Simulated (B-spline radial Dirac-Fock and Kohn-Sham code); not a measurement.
## Dipole and non-dipole photoemission parameters of Rh 3s

System: neutral rhodium, configuration [Kr] 4d8 5s1; threshold 628.1 eV (tabulated edge). Model: Dirac-Hartree-Slater photoionisation with a Latter tail; cross sections with all multipoles, angular parameters from the dipole term and its interference with E2. Program: a radial B-spline solver.

Input file task.json (cfg lists n, l and occupation; rrms is the nuclear radius in fm):

```json
{"items": [{
  "Z": 45,
  "q": 0,
  "cfg": [[1, 0, 2], [2, 0, 2], [2, 1, 6], [3, 0, 2], [3, 1, 6], [3, 2, 10], [4, 0, 2], [4, 1, 6], [4, 2, 8], [5, 0, 1]],
  "A": 103,
  "rrms": 4.4945,
  "do": "xps",
  "hv": [65.8, 80, 150, 177.0, 229.0, 245.0, 421.0, 485.0, 584.0, 646.0, 660.0, 752.0, 762.0, 908.0, 1253.6, 1486.9, 2080.0, 2450.0, 2760.0, 2930.0, 2984.4, 3530.0, 5414.7, 6000, 6040.0, 8570.0, 9100.0, 9150.0, 9251.7, 9420.0],
  "edges": {"K": 23220.0, "L1": 3412.0, "L2": 3146.0, "L3": 3004.0, "M1": 628.1, "M2": 521.3, "M3": 496.5, "M4": 311.9, "M5": 307.2, "N1": 81.4}
}]}
```

Launch: `python xray2_run.py task.json out`

For linearly polarised light dσ/dΩ = σ/(4π) [1 + β P₂(cos θ) + (δ + γ cos²θ) sin θ cos φ], with θ from the polarisation vector and φ the angle between the beam and the projection of the electron momentum on the plane normal to the polarisation.

| hν (eV) | σ (kb) | β | γ |
| --- | --- | --- | --- |
| 646 | 119 | 1.987 | 0.663 |
| 660 | 114 | 1.987 | 0.722 |
| 752 | 99.6 | 1.989 | 0.636 |
| 762 | 98.0 | 1.989 | 0.625 |
| 908 | 78.4 | 1.991 | 0.489 |
| 1253.6 | 49.1 | 1.993 | 0.255 |
| 1486.9 | ? | ? | ? |
| 2080 | 21.4 | 1.994 | -0.018 |
| 2450 | 16.0 | 1.994 | -0.068 |
| 2760 | 12.9 | 1.995 | -0.089 |
| 2930 | 11.5 | 1.995 | -0.095 |
| 2984.4 | 11.2 | 1.995 | -0.096 |
| 3530 | 8.14 | 1.995 | -0.090 |
| 5414.7 | 3.51 | 1.995 | 0.069 |
| 6000 | 2.85 | 1.995 | 0.137 |
| 6040 | 2.81 | 1.995 | 0.141 |
| 8570 | 1.35 | 1.995 | 0.469 |
| 9100 | 1.18 | 1.995 | 0.540 |
| 9150 | 1.17 | 1.995 | 0.546 |
| 9251.7 | 1.14 | 1.995 | 0.560 |
| 9420 | 1.10 | 1.995 | 0.582 |

Problem. Give the values at Al Kα (taken as 1486.9 eV).

Solution. σ = 37.6 kb, β = 1.993, γ = 0.147. For an s subshell δ is negligible.

Values without a named source are computed, but for edge energies of neutral atoms, which are taken from tables.
